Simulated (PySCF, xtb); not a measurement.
C₃H₈O₂Si, SMILES OC[SiH]1COC1.

GFN2-xTB (xtb) at its own geometry gives an orbital gap of 4.44 eV and a dipole moment of 2.89 D.

Geometry: TPSSh-D3(BJ)/def2-SVP. A frequency run showed that this geometry is not a minimum. The structure was generated by enumeration, and PubChem lists no compound with its InChIKey, so it may never have been made. One conformer was computed; it need not be the lowest.

What does ωB97X/def2-TZVP (PySCF) give? (Estimate from the structure and the level; the computed values follow.)

gap 11.80 eV (levels -9.67 and 2.13 eV), dipole 2.33 D.
